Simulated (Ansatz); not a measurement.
C3H7AlClFO, SMILES `CC(C)[O][Al]([F])[Cl]`, charge 0, multiplicity 1.

Problem. Give a relaxed structure at PBE0-D4/def2-TZVP (Ansatz 0.2.0). (Estimate.)

Solution. Computed: 
Cartesian coordinates in Å:
```
C -0.305 0.149 1.529
C -0.405 0.680 0.113
C -1.369 -0.126 -0.735
O 0.872 0.717 -0.491
Al 2.030 -0.402 -0.919
F 1.827 -2.010 -0.656
Cl 3.787 0.233 -1.810
H 0.407 0.739 2.110
H 0.025 -0.895 1.523
H -1.275 0.193 2.031
H -0.753 1.720 0.150
H -1.410 0.271 -1.751
H -2.377 -0.094 -0.315
H -1.054 -1.174 -0.779
```
Point group Cs.
This is one stationary point; other conformers may exist.
